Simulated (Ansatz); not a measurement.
Consider the cleavage of the Si–B bond: `C[SiH2]BN` + `[NH2][AlH2]` → `C[SiH2][NH][AlH2]` + `BN`.

Computed with Ansatz on PBE0-D4/def2-TZVP structures; ΔE is electronic, products minus reactants. CCSD(T)/CBS is the MP2 limit (def2-TZVPP, def2-QZVPP) plus CCSD(T) − MP2 in def2-TZVPP, frozen cores. This one scheme is used for every species. Functionals use def2-TZVPP. B3LYP here is the variant with VWN-RPA as its local correlation; programs differ in this. Each species was taken in one conformer, which may not be the lowest.

```json
{"level": "PBE-D4", "ΔE (kJ/mol)": "-61.5", "difference from CCSD(T)/CBS": "16.9"}
{"level": "r2SCAN-D4", "ΔE (kJ/mol)": "-73.7", "difference from CCSD(T)/CBS": "4.7"}
{"level": "PBE0-D4", "ΔE (kJ/mol)": "-67.9", "difference from CCSD(T)/CBS": "10.5"}
{"level": "ωB97X-V", "ΔE (kJ/mol)": "-75.5", "difference from CCSD(T)/CBS": "2.9"}
{"level": "ωB97M-V", "ΔE (kJ/mol)": "-80.1", "difference from CCSD(T)/CBS": "-1.7"}
{"level": "B2PLYP", "ΔE (kJ/mol)": "-79.6", "difference from CCSD(T)/CBS": "-1.2"}
{"level": "PBE", "ΔE (kJ/mol)": "-59.6", "difference from CCSD(T)/CBS": "18.8"}
{"level": "r2SCAN", "ΔE (kJ/mol)": "-73.2", "difference from CCSD(T)/CBS": "5.2"}
{"level": "PBE0", "ΔE (kJ/mol)": "-66.3", "difference from CCSD(T)/CBS": "12.1"}
{"level": "B3LYP", "ΔE (kJ/mol)": "-74.3", "difference from CCSD(T)/CBS": "4.1"}
{"level": "MP2/def2-TZVPP", "ΔE (kJ/mol)": "-85.6", "difference from CCSD(T)/CBS": "-7.2"}
{"level": "SCS-MP2/def2-TZVPP", "ΔE (kJ/mol)": "-86.2", "difference from CCSD(T)/CBS": "-7.8"}
{"level": "CCSD/def2-TZVPP", "ΔE (kJ/mol)": "-79.8", "difference from CCSD(T)/CBS": "-1.4"}
{"level": "CCSD(T)/def2-TZVPP", "ΔE (kJ/mol)": "-78.5", "difference from CCSD(T)/CBS": "-0.1"}
{"level": "HF/def2-QZVPP", "ΔE (kJ/mol)": "-93.3", "difference from CCSD(T)/CBS": "-14.9"}
{"level": "HF/CBS(def2)", "ΔE (kJ/mol)": "-93.5", "difference from CCSD(T)/CBS": "-15.1"}
{"level": "CCSD(T)/CBS", "ΔE (kJ/mol)": "-78.4", "difference from CCSD(T)/CBS": "0"}
```

Largest T1 diagnostic among the species: 0.012.

From PBE to PBE0 (25 % exact exchange), in def2-TZVPP and without D4, ΔE moves by −6.7 kJ/mol. In def2-TZVPP, CCSD(T) changes the Hartree–Fock value by +13.6 kJ/mol (the triples alone add +1.3 kJ/mol) and MP2 by +6.5 kJ/mol. The D4 term adds −3.0 kJ/mol with B3LYP and −1.6 kJ/mol with PBE0; it sums over pairs of atoms, weighted by their polarisabilities, and B3LYP, whose exchange is more repulsive, gets the larger term.
